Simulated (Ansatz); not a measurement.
Molecule: Cs2 (charge 0, singlet). SMILES: [Cs][Cs]
Geometry: optimised at B3LYP-D3(BJ)/def2-TZVP (Ansatz, an electronic-structure program).

Property: atomisation energy, in kcal/mol. Terms: STO-3G and 3-21G all-electron and non-relativistic; LANL2DZ with its own core potentials from Na on; def2 sets with scalar-relativistic core potentials past Kr; valence correlation only (noble-gas shells and the d and f shells of earlier blocks; the outer core of K, Ca and congeners matters and is frozen too); spin-orbit terms left out; atomisation electronic, to ground-state atoms; open shells spin-unrestricted. First-principles rows: single points at B3LYP-D3(BJ) geometries (Ansatz). The Hartree-Fock reference of [Cs][Cs] is unstable towards a lower, spin-broken solution.

| level | program | atomisation energy (kcal/mol) |
|---|---|---|
| HF/3-21G | Ansatz | -6.0 |
| SVWN5/LANL2DZ | Ansatz | 12.6 |
| PBE/3-21G | Ansatz | 9.6 |
| B3LYP/3-21G | Ansatz | 7.7 |
| PBE0/LANL2DZ | Ansatz | 9.0 |
| MP2/LANL2DZ | Ansatz | 0.4 |
| PBE/def2-TZVPD | Ansatz | 11.4 |

No value to compare with is used here. The 6 habitual levels span -6.0 (HF/3-21G) to 12.6 kcal/mol (SVWN5/LANL2DZ); PBE/def2-TZVPD gives 11.4.

The levels are drawn from those run, B3LYP/6-31G* more often than the rest, none by its result; left out are runs that failed, that the program found above a lower state of the same kind, or whose <S^2> lies over 0.5 above the pure value.
